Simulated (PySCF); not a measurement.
Calculations on GaCl2(OEt) (`CC[O][Ga]([Cl])[Cl]`), in the order of a workflow; each names the level of the geometry that it ran on. Settings lines and outputs come from a driver script.

Compound: GaCl2(OEt), C2H5Cl2GaO.
Bonds: Ga1–Cl2, Ga1–Cl3, Ga1–O4, O4–C5, C5–C6. Hydrogens: H7, H8 on C5; H9, H10, H11 on C6.

Step 1: PBE0-D3(BJ)/def2-SVP geometry optimisation, gas phase (PySCF 2.14.0) (from the GFN2-xTB geometry)
```json
{"job": {"xc": "PBE0", "basis": "def2-SVP", "d3": "d3bj", "grid": 1, "maxiter": 40, "shake": 0.03, "kind": "geom"}, "charge": 0, "multiplicity": 1}
```
```
step   0  E = -2998.44456032  max force = 0.055904
step   1  E = -2998.46263486  max force = 0.019653
step   2  E = -2998.46418135  max force = 0.002902
step   3  E = -2998.46426281  max force = 0.002328
...
step  11  E = -2998.46434180  max force = 0.000366
step  12  E = -2998.46436168  max force = 0.000398
step  13  E = -2998.46438007  max force = 0.000412
step  14  E = -2998.46438804  max force = 0.000260
optimisation converged
```

Final energy -2998.46439 Eh after 14 steps; dipole 1.68 D. Energies in Eh; «max force» is the largest Cartesian gradient component in Eh/bohr.

Step 2: TDDFT wB97X-D/def2-SVPD, vertical, gas phase, core orbitals frozen in the response (PySCF 2.14.0, density-fitted response routines) (on the PBE0-D3(BJ)/def2-SVP geometry)
```json
{"job": {"kind": "uv", "xc": "wB97X-D", "basis": "def2-SVPD", "ip": false, "nstates": 15}, "charge": 0, "multiplicity": 1}
```
```
...
Static polarisability (au): isotropic 80.813, principal 65.301 81.716 95.424
Singlet excitations
state   eV       nm        f      main configurations
  1   5.8363    212.4   0.00184   H->L 0.93
  2   6.2661    197.9   0.03163   H-1->L 0.72, H->L+1 0.20
  3   6.6023    187.8   0.02991   H-2->L 0.92
  4   6.6947    185.2   0.00046   H-3->L 0.93
  5   6.7395    184.0   0.00539   H-1->L+1 0.84, H->L+1 0.09
  6   6.9725    177.8   0.10285   H->L+1 0.55, H-1->L 0.17, H-4->L 0.11
  7   6.9982    177.2   0.07860   H-4->L 0.80, H->L+1 0.10
  8   7.2484    171.1   0.00131   H-2->L+1 0.98
  9   7.3119    169.6   0.06244   H-5->L 0.90
 10   7.6318    162.5   0.01442   H-3->L+1 0.80, H-6->L 0.08
 11   7.6725    161.6   0.00466   H-4->L+1 0.94
 12   8.2262    150.7   0.00634   H-5->L+1 0.91
 13   8.5798    144.5   0.09884   H->L+2 0.46, H-6->L 0.17, H->L+3 0.15
 14   8.6176    143.9   0.18434   H-6->L 0.54, H->L+2 0.17
 15   8.7391    141.9   0.00921   H-6->L+1 0.61, H-8->L+1 0.28
Triplet excitations (Tamm-Dancoff, eV): 5.5496 5.7949 6.1732 6.1867
```

HOMO -10.50 eV, LUMO -0.05 eV; lowest singlet 5.84 eV; lowest triplet 5.55 eV (Tamm–Dancoff); mean polarisability 80.8 au.

Step 3: delta-SCF UKS SCAN, pcX-2 on the ionised atom, pcseg-1 elsewhere, spin-free X2C (PySCF 2.14.0) (on the PBE0-D3(BJ)/def2-SVP geometry)
```json
{"job": {"kind": "xps", "metal_2p": true}, "charge": 0, "multiplicity": 1}
```
```
...
ground state, core basis on atom 1 (Cl), 172 functions
  E(ground) = -3017.69363983 Eh
hole in Cl 1s of atom 1
  E(ion) = -2913.74019384 Eh   <S^2> = 0.7521   hole on atom = 1.000   binding energy = 2828.717 eV
hole in Cl 2p of atom 1
  E(ion) = -3010.09756582 Eh   <S^2> = 0.7520   hole on atom = 1.001   binding energy = 206.700 eV
  2p3/2 = 206.117 eV   2p1/2 = 207.771 eV
ground state, core basis on atom 3 (O), 161 functions
  E(ground) = -3017.55340265 Eh
hole in O 1s of atom 3
  E(ion) = -2997.78429298 Eh   <S^2> = 0.7638   hole on atom = 1.000   binding energy = 537.945 eV
ground state, core basis on atom 4 (C), 161 functions
  E(ground) = -3017.52607621 Eh
hole in C 1s of atom 4
  E(ion) = -3006.77903033 Eh   <S^2> = 0.7730   hole on atom = 1.000   binding energy = 292.442 eV
ground state, core basis on atom 5 (C), 161 functions
  E(ground) = -3017.52411798 Eh
hole in C 1s of atom 5
  E(ion) = -3006.83151534 Eh   <S^2> = 0.7677   hole on atom = 1.000   binding energy = 290.961 eV
```

Cl1s of Cl2 2828.72 eV; Cl2p of Cl2 206.67 eV (mean of the 2p shell); O1s of O4 537.94 eV; C1s of C5 292.44 eV; C1s of C6 290.96 eV; one atom stands for each set of equivalent ones. SCF cycles are left out; they run on a coarse grid, and E(ground) and E(ion) are re-evaluated on a finer one. For a 2p shell the printed binding energy is that of one 2p hole without spin–orbit coupling; the 2p3/2 and 2p1/2 values follow from a further step that adds the ground-state splitting of the three 2p orbitals and a mean-field spin–orbit operator, and the shell mean corrects the one hole to the average of the three. The log counts atoms from 0, this text from 1.

Question: Which step took the most CPU time, and about what did each take on Arm Neoverse V1, one thread, on a shared host?

Answer: Step 1, about 62 % of the total. CPU time by step: 1: 2.3 min, 2: 51 s, 3: 35 s.

Geometry of the electronic-property runs (PBE0-D3(BJ)/def2-SVP):
```
atom  x, y, z in Å
Ga1    1.196    1.320   -0.950
Cl2    2.965    1.659   -2.060
Cl3   -0.554    2.485   -1.302
O4     1.177    0.074    0.296
C5    -0.004   -0.284    0.984
C6    -0.934   -1.114    0.125
H7     0.311   -0.859    1.871
H8    -0.536    0.611    1.356
H9    -1.806   -1.453    0.705
H10   -1.308   -0.525   -0.728
H11   -0.410   -2.000   -0.265
```

One conformer stands for the species.

wB97X-D is run here without its empirical dispersion term; that term would change no orbital, density or response property at a fixed geometry.
